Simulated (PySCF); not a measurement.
## Working out the ionisation energy of As⁺

As⁺ [Ar] 3d10 4s2 4p2 (3P) → As²⁺ [Ar] 3d10 4s2 4p1 (2P). All numbers are calculated (PySCF 2.14, the non-relativistic Hamiltonian (point nucleus), in dyall-av2z (16s12p8d, 92 functions)). Frozen: [Ar] 3d10; the 34 highest virtual orbitals dropped. Energies in hartree (1 hartree = 27.21139 eV):

```tsv
part	As⁺ (lower)	As²⁺ (upper)
UHF	-2233.865653	-2233.206036
MP2 opposite-spin	-0.038898	-0.033928
MP2 same-spin	-0.007747	-0.002311
```

Q: What does Hartree-Fock give?

A: (-2233.206036) − (-2233.865653) = 0.659617 hartree = 17.949 eV.

Q: What do MP2 and SCS-MP2 (6/5 opposite-spin, 1/3 same-spin) give?

A: The opposite-spin parts differ by 0.135 eV and the same-spin parts by 0.148 eV. MP2: 17.949 + (0.135) + (0.148) = 18.232 eV. SCS-MP2: 17.949 + 1.2 × (0.135) + (0.148)/3 = 18.160 eV.

A first-order spin-orbit estimate adds -0.031 eV to MP2 (valence), giving 18.201 eV against 18.589 eV (measured; NIST Atomic Spectra Database, ionization energies).

The calculation is non-relativistic.

A double-zeta basis recovers only part of the correlation energy.

What remains against the reference includes basis incompleteness, the frozen core and correlation beyond second order.
